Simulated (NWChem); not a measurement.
System: hydrogen bromide (HBr); SMILES Br

NWChem input:

```
start job
memory heap 200 mb stack 900 mb global 1100 mb
geometry units angstroms noautosym nocenter noautoz
  Br     0.000000     0.000000     0.049320
  H      0.000000     0.000000    -1.373047
end
basis spherical
  * library pcsseg-2
end
dft
  xc b3lyp
  iterations 150
end
property
  shielding
end
task dft property
```

Coordinates come from a PBE0/def2-SVP optimisation.

GIAO values for the isolated, static molecule; σ is the absolute isotropic shielding. Spin-orbit effects, on the heavy nuclei and on their neighbours, are missing.

Atoms are numbered as in the input.

Q: Predict the main results of this run. (B3LYP/pcSseg-2, GIAO.) Quantities: basis functions; σ Br1 (ppm); σ H2 (ppm).

A: 
| Item | Result |
|---|---|
| number of basis functions | 77 |
| σ Br1 (ppm) | 2552.6 |
| σ H2 (ppm) | 31.27 |
